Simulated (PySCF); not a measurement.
# Sc¹⁵⁺ (scandium, charge +15): UHF calculation

Configuration: [He] 2s2 2p2, high-spin 3P determinant. All numbers are calculated (PySCF 2.14, the spin-free X2C one-electron Hamiltonian (Gaussian nucleus), in an even-tempered Gaussian basis (20 s from 2.4 bohr⁻², ratio 2.2; 11 p from 3.1 bohr⁻², ratio 2.2; 6 d from 14 bohr⁻², ratio 2.4; 5 f from 22 bohr⁻², ratio 2.4; 5 g from 32 bohr⁻², ratio 2.4)).

* Total energy: -599.350747 hartree
* One-electron energy: -662.0959 hartree
* Hartree (Coulomb) energy: 84.8895 hartree
* Exchange energy: -22.1443 hartree
* ⟨S²⟩: 2.0004
* ⟨L²⟩: 2.001
* Sum of ⟨r⟩: 1.321 bohr
* Sum of ⟨r²⟩: 0.4275 bohr²
* Traceless quadrupole moment −½Σ⟨3z² − r²⟩ along its main axis: 0.0361 e·bohr²

```tsv
shell	electrons	mean orbital energy (hartree)	rms radius, mean of both spins (bohr)
1s α	1	-192.55383	0.0838
1s β	1	-192.01750	0.0838
2s α	1	-39.45181	0.342
2s β	1	-38.27948	0.342
2p α	2	-37.15147	0.300
```

Densities and radii are taken from the X2C orbitals without a picture-change correction, which distorts them close to the nucleus.

Spin-orbit constants ζ (cm⁻¹) from the X2C one-electron operator on these orbitals: bare nucleus, nucleus screened by l(l+1)(2l+1)/3 electrons, and screened by the Breit-Pauli mean field of the electrons.

```
shell   bare  screened nucleus  mean field
   2p  33670             30460       29420
```

To first order the Landé constant is A = 14710 cm⁻¹, so the lowest level has J = 0 and lies 3.65 eV below the centre of the term. This holds in LS coupling only.
